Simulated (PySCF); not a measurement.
Dissociation curve of BeF₂, SMILES [Be]([F])[F]. The Be1–F3 bond (Be1 also carries F; F3 carries nothing else) is pulled apart rigidly from the PBE0/def2-TZVP optimised geometry.

Levels of theory: UHF/6-31G (PySCF); RHF/6-31G (PySCF); UKS-CAM-B3LYP = unrestricted CAM-B3LYP/6-31G run with PySCF; RKS-CAM-B3LYP = restricted CAM-B3LYP/6-31G run with PySCF 2.14.0; UKS-M06-2X = unrestricted M06-2X/6-31G (PySCF); RKS-M06-2X = restricted M06-2X/6-31G (PySCF 2.14.0); UKS-LDA (SVWN5) = unrestricted LDA (SVWN5)/6-31G (PySCF); RKS-LDA (SVWN5) = restricted LDA (SVWN5)/6-31G (PySCF).

Scanned distances (Å): 1.04, 1.09, 1.16, 1.25, 1.31, 1.35, 1.38, 1.41, 1.46, 1.51, 1.61, 1.72, 1.87, 2.08, 2.28, 2.46, 2.74, 3.06, 3.35, 3.68, 4.15, 4.84.

**Question.** Where does the unrestricted solution first break spin symmetry (<S²> of 0.01 or more)?

**Answer.** UHF: between 2.08 and 2.28 Å; UKS-CAM-B3LYP: between 2.46 and 2.74 Å; UKS-M06-2X: between 2.28 and 2.46 Å; UKS-LDA (SVWN5): between 2.74 and 3.06 Å.

```tsv
R / Å	<S²> UHF	E(RHF) − E(UHF) / kcal/mol	<S²> UKS-CAM-B3LYP	E(RKS-CAM-B3LYP) − E(UKS-CAM-B3LYP) / kcal/mol	<S²> UKS-M06-2X	E(RKS-M06-2X) − E(UKS-M06-2X) / kcal/mol	<S²> UKS-LDA (SVWN5)	E(RKS-LDA (SVWN5)) − E(UKS-LDA (SVWN5)) / kcal/mol
1.04	0.00	0.0	0.00	0.0	0.00	0.0	0.00	0.0
1.09	0.00	0.0	0.00	0.0	0.00	0.0	0.00	0.0
1.16	0.00	0.0	0.00	0.0	0.00	0.0	0.00	0.0
1.25	0.00	0.0	0.00	0.0	0.00	0.0	0.00	0.0
1.31	0.00	0.0	0.00	0.0	0.00	0.0	0.00	0.0
1.35	0.00	0.0	0.00	0.0	0.00	0.0	0.00	0.0
1.38	0.00	0.0	0.00	0.0	0.00	0.0	0.00	0.0
1.41	0.00	0.0	0.00	0.0	0.00	0.0	0.00	0.0
1.46	0.00	0.0	0.00	0.0	0.00	0.0	0.00	0.0
1.51	0.00	0.0	0.00	0.0	0.00	0.0	0.00	0.0
1.61	0.00	0.0	0.00	0.0	0.00	0.0	0.00	0.0
1.72	0.00	0.0	0.00	0.0	0.00	0.0	0.00	0.0
1.87	0.00	0.0	0.00	0.0	0.00	0.0	0.00	0.0
2.08	0.00	0.0	0.00	0.0	0.00	0.0	0.00	0.0
2.28	0.39	2.5	0.00	0.0	0.00	0.0	0.00	0.0
2.46	0.69	12.7	0.00	0.0	0.04	0.0	0.00	0.0
2.74	0.87	32.3	0.37	3.0	0.40	4.6	0.00	0.0
3.06	0.95	53.5	0.61	10.7	0.63	13.3	0.28	1.1
3.35	0.98	70.3	0.75	18.4	0.77	21.5	0.47	—
3.68	0.99	86.4	0.85	26.9	0.88	30.3	0.60	—
4.15	1.00	104.3	0.94	37.3	0.97	41.4	0.69	—
4.84	1.00	121.2	0.99	48.1	1.00	52.4	0.75	—
```

Dashes: no converged value, or the column stops at the first point that the program doubted or that broke a chosen test of continuity, which isn't proof of a fault.
